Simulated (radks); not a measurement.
Results of a calculation; reference values are marked as such.
Problem. The thulium ion Tm+, 68 electrons, occupied as [Xe] 4f13 6s1. Level of theory: scalar-relativistic Kohn-Sham, LDA (Slater exchange, Perdew-Wang correlation), spin-polarised, spherical densities, finite nucleus; open shells are filled with parallel spins first (spin-orbit coupling, left out, can overturn this in heavy ions); Fermi nuclear charge, rms radius 5.2256 fm; hard spherical wall at 6 bohr (a radial shooting solver on a logarithmic mesh with Libxc functionals). Some entries of the table are withheld. Estimate them.

orbital,occ.,eigenvalue (eV),<r^2> (bohr^2)
1s up,1,-59228.72,0.0005493
1s down,1,-59228.70,0.0005493
2s up,1,-9999.453,0.008527
2s down,1,-9999.424,0.008527
2p up,3,-8834.929,0.006949
2p down,3,-8834.906,0.006949
3s up,1,-2251.625,0.05592
3s down,1,-2251.173,0.05591
3p up,3,-1898.855,0.05634
3p down,3,-1898.406,0.05632
3d up,5,-1461.906,0.04691
3d down,5,-1461.554,0.04689
4s up,1,-448.1198,0.2803
4s down,1,-447.2293,0.2803
4p up,3,-332.0990,0.3183
4p down,3,-331.2231,0.3184
4d up,5,-177.8818,0.3800
4d down,5,-177.0246,0.3803
5s up,1,-59.8675,1.706
5s down,1,-59.3956,1.708
5p up,3,-33.3801,2.483
5p down,3,-32.9475,2.472
4f up,7,-9.7228,0.8935
4f down,6,-8.9477,0.8998
6s up,1,-8.6796,10.80
6s down,0,-7.7246,10.81
5d up,0,-6.3003,7.161
5d down,0,-5.5971,6.981
6p up,0,(1),(2)
6p down,0,(3),(4)
7s up,0,9.4397,15.05
7s down,0,10.0788,15.09

Solution. 
(1) 6p up eigenvalue (eV): -3.4179
(2) 6p up <r^2> (bohr^2): 13.11
(3) 6p down eigenvalue (eV): -2.4749
(4) 6p down <r^2> (bohr^2): 13.21
